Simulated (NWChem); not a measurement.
C₃HClF₂; SMILES FC=C=C(F)Cl

Computed with NWChem. Coordinates come from a PBE-D3(BJ)/def2-SVP optimisation. Level: M06-2X/def2-SVP with COSMO at NWChem's default radii, gas-phase geometry; rows give the dielectric constant.

```
dielectric constant  electrostatic solvation energy (kcal/mol)  dipole in solution (D)
-------------------  -----------------------------------------  ----------------------
1.5                                                       -0.7                    1.63
3.9                                                       -1.8                    1.81
7.6                                                       -2.1                    1.87
20.7                                                      -2.3                    1.92
25.0                                                      -2.3                    1.92
```
